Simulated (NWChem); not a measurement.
MgNH$_{3}$S; SMILES [Mg]([NH2])[SH]

```xyz
6

Mg     0.0283    -0.5597    -0.0035
N      0.0091    -2.4561     0.0021
H     -0.0096    -3.0684    -0.8192
H      0.0107    -3.0626     0.8277
S      0.0564     1.7633     0.0004
H     -1.3066     1.8280     0.0121
```
Atoms are numbered in this order, from 1.

Program: NWChem. Structure relaxed at the PBE-D3(BJ)/def2-SVP level.

### Question
Taking Hartree-Fock/pcseg-2 as the yardstick, which of these has the fewest basis functions while keeping “dipole (D)” within 0.2 D of it: Hartree-Fock/STO-3G; Hartree-Fock/def2-SVP; Hartree-Fock/aug-pcseg-1; Hartree-Fock/pcseg-1?

### Answer
Hartree-Fock/pcseg-1 (a larger set in the list lies outside the tolerance).
```
level                     basis functions  dipole (D)
------------------------  ---------------  ----------
Hartree-Fock/STO-3G                    26        1.64
Hartree-Fock/pcseg-1                   57        2.34
Hartree-Fock/def2-SVP                  65        2.12
Hartree-Fock/aug-pcseg-1               91        1.94
Hartree-Fock/pcseg-2                  125        2.20
```

The yardstick is one finite set, not the basis-set limit.
